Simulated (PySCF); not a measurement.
Gas-phase reaction: 3 H2 + Sn2O2 ⇌ Sn(OH)2 + SnH4

Energies from PySCF (xtb for GFN2), thermal terms from the rigid-rotor harmonic-oscillator model, ideal gas at 1 bar. † marks an energy on the PBE0/def2-TZVP geometry and frequencies; other levels use their own. MP2 and CCSD(T) freeze the core. All species are closed-shell singlets. Sn: scalar-relativistic def2 core potential, no spin-orbit coupling. Sn2O2, Sn(OH)2: computed as isolated molecules; such fragments, hydroxides, amides, oligomers or adducts are transient or little studied in the gas. MP2 isn't extrapolated to the basis-set limit; its ΔH°(298 K) is 15.4 kJ in def2-SVP and 47.4 kJ in def2-TZVPP. CCSD(T) isn't extrapolated to the basis-set limit; its ΔH°(298 K) is -4.1 kJ in def2-SVP and 8.8 kJ in def2-TZVPP. The harmonic model lacks anharmonicity and excited electronic states, which grow with temperature; levels with a mode under 35 cm⁻¹ are left out. Internal rotation in Sn(OH)2 is treated as a harmonic vibration of one conformer, which makes the entropy rough. Warning, large T1 diagnostic: Sn2O2 (CCSD(T)/def2-TZVPP†).

| level | ΔE electronic, kJ | ΔH°(298 K), kJ | ΔS°(298 K), J/K | ΔG°(600 K), kJ |
|---|---|---|---|---|
| CCSD(T)/def2-TZVPP† | -17 | 9 | -182 | 121 |
| GFN2-xTB | -129 | -97 | -187 | 17 |
| HF/def2-TZVP† | -71 | -46 | -182 | 66 |
| MP2/def2-TZVPP† | 22 | 47 | -182 | 159 |
| PBE/def2-SVP | -19 | 4 | -186 | 119 |
| PBE/def2-TZVP† | 0 | 25 | -182 | 137 |
| PBE0/def2-SVP† | -61 | -36 | -182 | 76 |
| r2SCAN/def2-TZVP† | -4 | 21 | -182 | 133 |
ΔH° is lowest at GFN2-xTB and highest at MP2/def2-TZVPP†. No reference value is set beside these.
